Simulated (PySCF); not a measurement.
Be: excitation energy

Be [He] 2s2 (1S) → Be [He] 2p2 (3P), as a difference of total energies. Computed with PySCF 2.14 in aug-cc-pCVTZ-DK with one added diffuse shell each of s, p, d, f type (8s7p5d3f, 75 functions), with scalar relativity by spin-free X2C-1e. Correlated levels: valence: 1s2 frozen; valence and next inner shell: nothing frozen. The calculations carry no spin-orbit coupling.

Task: Order these methods by the excitation energy they give, lowest first.
A. MP2 (valence)
B. SCS-MP2 (valence)
C. LC-wPBE
D. PBE

Result: D (47916 cm⁻¹), C (53390 cm⁻¹), A (56998 cm⁻¹), B (59148 cm⁻¹).

Errors of the correlated levels include the incompleteness of this basis and the frozen core.

For comparison: 59696 cm⁻¹ (measured; NIST levels, between the centres of gravity of the two terms).
